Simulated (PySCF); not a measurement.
**Basis and Hamiltonian dependence of the ionisation energy of Tl²⁺**

Tl²⁺ [Xe] 4f14 5d10 6s1 (2S) → Tl³⁺ [Xe] 4f14 5d10 (1S). Calculated with PySCF 2.14 from differences of total energies of unrestricted determinants, without spin-orbit coupling. Values in eV.

```tsv
basis	Hamiltonian	functions	UHF	PBE	PBE0	CCSD(T) (valence and next inner shell)
cc-pVTZ-PP with ECP60MDF	ECP	39	28.157	30.304	n/a	n/a
def2-TZVP with the def2 core potential (60 electrons)	ECP	50	28.152	n/a	n/a	n/a
aug-cc-pVTZ-PP with ECP60MDF	ECP	55	28.157	30.304	29.954	n/a
def2-TZVPPD with the def2 core potential (60 electrons)	ECP	56	28.154	30.299	29.951	29.548
x2c-TZVPPall	spin-free X2C	83	28.217	30.380	30.019	29.604
aug-cc-pVTZ-DK3	spin-free X2C	84	28.149	30.305	29.941	n/a
aug-cc-pwCVTZ-PP with ECP60MDF	ECP	96	28.158	30.304	29.955	n/a
aug-cc-pVQZ-PP with one added diffuse shell each of s, p, d, f, g type with ECP60MDF	ECP	117	28.160	30.307	29.959	n/a
aug-cc-pVQZ-DK3	spin-free X2C	118	28.147	n/a	n/a	n/a
aug-cc-pwCVTZ-DK3	spin-free X2C	125	28.148	30.314	29.949	n/a
aug-cc-pwCVTZ-DK3 with one added diffuse shell each of s, d, f type	spin-free X2C	138	28.148	n/a	n/a	n/a
x2c-QZVPPall	spin-free X2C	142	28.154	30.320	29.954	n/a
x2c-QZVPPall with one added diffuse shell each of s, p, d, f type	spin-free X2C	158	28.154	n/a	n/a	n/a
aug-cc-pwCVQZ-PP with ECP60MDF	ECP	169	28.158	n/a	n/a	n/a
```

Frozen in the all-electron rows: valence: [Xe] 4f14 5d10; valence and next inner shell: [Kr] 4d10 4f14; with a core potential, the same shells as far as they lie outside it.

Reference for a calculation without spin-orbit coupling: 29.852 eV (measured, between term centres; NIST).
